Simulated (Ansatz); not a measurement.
BClH6Si2 (`[SiH3][SiH2]BCl`) at its PBE0-D4/def2-TZVP geometry, where that method's forces vanish. Total charge 0; spin multiplicity 1.

| atom | x (Å) | y (Å) | z (Å) |
| --- | --- | --- | --- |
| Si1 | -0.920 | -1.179 | -0.712 |
| Si2 | 0.611 | 0.592 | -0.515 |
| B3 | 0.802 | 0.934 | 1.451 |
| Cl4 | -0.281 | 2.036 | 2.254 |
| H5 | -0.415 | -2.373 | 0.017 |
| H6 | -1.122 | -1.540 | -2.140 |
| H7 | -2.227 | -0.780 | -0.125 |
| H8 | 0.068 | 1.772 | -1.243 |
| H9 | 1.897 | 0.173 | -1.137 |
| H10 | 1.585 | 0.364 | 2.150 |

Task: For each bond, give half the difference of the two atoms' forces along it (eV/Å; positive pushes the atoms apart) under PBE-D4, r2SCAN-D4, B3LYP-D4, ωB97M-V in def2-TZVPP. (Estimate.)

Result: Ansatz gave: 
```
   bond  length (Å)  PBE-D4  r2SCAN-D4  B3LYP-D4  ωB97M-V
Si1–Si2       2.348   -0.02       0.04      0.12     0.04
 Si1–H5       1.488    0.08      -0.02     -0.06    -0.09
 Si1–H6       1.487    0.09      -0.02     -0.07    -0.11
 Si1–H7       1.487    0.08      -0.02     -0.07    -0.09
 Si2–B3       2.005   -0.15      -0.05      0.01     0.07
 Si2–H8       1.489    0.11      -0.01     -0.07    -0.11
 Si2–H9       1.490    0.10      -0.02     -0.08    -0.11
 B3–Cl4       1.741    0.17       0.14      0.24     0.13
 B3–H10       1.194    0.09      -0.05     -0.18    -0.17
```

B3LYP here is the variant with VWN-RPA as its local correlation; programs differ in this.
